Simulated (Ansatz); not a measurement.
Nudged elastic band run: C2H7BFNSi

The input (input.yaml):

```yaml
crystal:
  periodic: [false, false, false]
  atoms:
    - { symbol: C, position_ang: [-1.259276, -1.430332, -0.34821] }
    - { symbol: C, position_ang: [-0.408622, -0.418473, -0.099971] }
    - { symbol: Si, position_ang: [1.436997, -0.734616, -0.205283] }
    - { symbol: "N", position_ang: [-0.858346, 0.854973, 0.232938] }
    - { symbol: B, position_ang: [-0.06121, 1.975362, 0.508183] }
    - { symbol: F, position_ang: [-0.648495, 3.127668, 0.812241] }
    - { symbol: H, position_ang: [-0.89107, -2.427482, -0.608874] }
    - { symbol: H, position_ang: [-2.351317, -1.296192, -0.299168] }
    - { symbol: H, position_ang: [2.091956, 0.120119, -1.250754] }
    - { symbol: H, position_ang: [1.584076, -2.180636, -0.577288] }
    - { symbol: H, position_ang: [2.12244, -0.482947, 1.105975] }
    - { symbol: H, position_ang: [-1.881902, 0.958533, 0.274411] }
    - { symbol: H, position_ang: [1.145171, 1.899123, 0.470599] }
basis:
  gaussian: { orbitals: "6-31G*" }
hamiltonian:
  xc: lda
neb:
  order_check: false
  images: 5
  f_tol: 0.03
  max_iterations: 60
  initial_path: idpp
  final_atoms:
    - { symbol: C, position_ang: [-1.12599124, -1.12310699, -0.04250832] }
    - { symbol: C, position_ang: [-0.06581742, -0.30618918, -0.16550616] }
    - { symbol: Si, position_ang: [1.63734089, -1.01093477, -0.47188233] }
    - { symbol: "N", position_ang: [-0.16222829, 1.08561291, -0.02632419] }
    - { symbol: B, position_ang: [-1.08427502, 1.80793579, 0.74963305] }
    - { symbol: F, position_ang: [-1.01816847, 3.13697052, 0.72176688] }
    - { symbol: H, position_ang: [-1.00364326, -2.21035425, -0.09807788] }
    - { symbol: H, position_ang: [-2.13927599, -0.73446369, 0.13026781] }
    - { symbol: H, position_ang: [2.28035593, -0.25929955, -1.60728633] }
    - { symbol: H, position_ang: [1.51824361, -2.46195428, -0.82609909] }
    - { symbol: H, position_ang: [2.53021071, -0.8460231, 0.72538252] }
    - { symbol: H, position_ang: [0.55736692, 1.63024908, -0.5164831] }
    - { symbol: H, position_ang: [-1.90371637, 1.25665752, 1.44191614] }
```

Command:

```bash
$ ansatz run input.yaml --threads 2 --pin off --max-ram 3072MiB --backend cpu --events-out ev --progress --plain --runs-dir out
```

Output, in part (warnings, iteration lines, the closing report on the highest movable image, with atoms numbered from 0):

```
NEB end point (image 0): max|allowed force component| = 7.516e-3 eV/Å (the criterion of neb.relax_end_points is 1.000e-2)
NEB end point (image 6): max|allowed force component| = 6.887e-3 eV/Å (the criterion of neb.relax_end_points is 1.000e-2)
NEB iter   1: max|band force component| = 1.368e0 eV/Å  barrier→ = 0.4247 eV  barrier← = 0.2506 eV  Δτ_max = 0.0826 Å  (203 SCF iters)
NEB iter   2: max|band force component| = 6.426e-1 eV/Å  barrier→ = 0.3864 eV  barrier← = 0.2123 eV  Δτ_max = 0.0927 Å  (155 SCF iters)
NEB iter   3: max|band force component| = 3.735e-1 eV/Å  barrier→ = 0.3857 eV  barrier← = 0.2116 eV  CI = image 3  Δτ_max = 0.1199 Å  (155 SCF iters)
NEB iter   4: max|band force component| = 2.342e-1 eV/Å  barrier→ = 0.3727 eV  barrier← = 0.1986 eV  CI = image 3  Δτ_max = 0.0353 Å  (156 SCF iters)
NEB iter   5: max|band force component| = 8.534e-2 eV/Å  barrier→ = 0.3702 eV  barrier← = 0.1961 eV  CI = image 3  Δτ_max = 0.0954 Å  (161 SCF iters)
NEB iter   6: max|band force component| = 1.231e-1 eV/Å  barrier→ = 0.3655 eV  barrier← = 0.1913 eV  CI = image 3  Δτ_max = 0.0480 Å  (158 SCF iters)
NEB iter   7: max|band force component| = 6.683e-2 eV/Å  barrier→ = 0.3660 eV  barrier← = 0.1919 eV  CI = image 3  Δτ_max = 0.0534 Å  (158 SCF iters)
NEB iter   8: max|band force component| = 6.458e-2 eV/Å  barrier→ = 0.3658 eV  barrier← = 0.1917 eV  CI = image 3  Δτ_max = 0.0115 Å  (158 SCF iters)
NEB iter   9: max|band force component| = 4.317e-2 eV/Å  barrier→ = 0.3656 eV  barrier← = 0.1914 eV  CI = image 3  Δτ_max = 0.0267 Å  (165 SCF iters)
NEB iter  10: max|band force component| = 9.163e-2 eV/Å  barrier→ = 0.3655 eV  barrier← = 0.1913 eV  CI = image 3  Δτ_max = 0.0134 Å  (163 SCF iters)
NEB iter  11: max|band force component| = 2.758e-2 eV/Å  barrier→ = 0.3654 eV  barrier← = 0.1913 eV  CI = image 3  Δτ_max = 0.0000 Å  (316 SCF iters)
Total energy: -14860.33651733 eV, -546.1072943141 hartree
Atom 0 at    -1.132222    -1.410890     0.043453 Å, force     0.002767     0.010759     0.027462 eV/Å
Atom 1 at    -0.283016    -0.406347    -0.199561 Å, force    -0.002143    -0.019570    -0.005973 eV/Å
Atom 2 at     1.467070    -0.667793    -0.802910 Å, force     0.000984     0.006892    -0.007702 eV/Å
Atom 3 at    -0.677716     0.947970    -0.002008 Å, force    -0.004503     0.018807     0.002311 eV/Å
Atom 4 at    -0.415959     1.716279     1.137033 Å, force     0.017386    -0.011009    -0.000062 eV/Å
Atom 5 at    -0.828270     2.983525     1.164622 Å, force    -0.007853     0.002552    -0.002694 eV/Å
Atom 6 at    -0.835306    -2.456183    -0.109535 Å, force    -0.000547    -0.001126    -0.007015 eV/Å
Atom 7 at    -2.148980    -1.215475     0.415327 Å, force    -0.000881    -0.003025    -0.011996 eV/Å
Atom 8 at     1.664554     0.044384    -2.112115 Å, force     0.002504    -0.001387     0.002214 eV/Å
Atom 9 at     1.749057    -2.132168    -0.985710 Å, force    -0.001038     0.000208     0.002124 eV/Å
Atom 10 at     2.434191    -0.080148     0.183980 Å, force    -0.003415    -0.000783    -0.000433 eV/Å
Atom 11 at    -1.144460     1.394558    -0.800215 Å, force     0.000082    -0.002298     0.000090 eV/Å
Atom 12 at     0.171459     1.247388     2.082438 Å, force    -0.003345    -0.000019     0.001675 eV/Å
Dipole moment:    -0.182490    -0.273050    -0.273897 e Å
```

It converged. A vibrational analysis at the climbing image gives one clearly imaginary mode, 164i cm⁻¹: a first-order saddle point.

Final band (atoms are numbered from 1 in the order of the input):

```csv
image,path coordinate (Å),energy (eV),dihedral C1–C2–N4–H12 (°)
0,0.00,0.00,0
1,1.09,0.09,-18
2,2.17,0.26,-45
3,3.26,0.37,-87
4,4.13,0.30,-118
5,5.00,0.21,-139
6,5.87,0.17,-155
```

Run time: 58 s on 2 threads of Intel(R) Xeon(R) Platinum 8488C (Sapphire Rapids), on a shared host, peak memory 0.16 GiB.
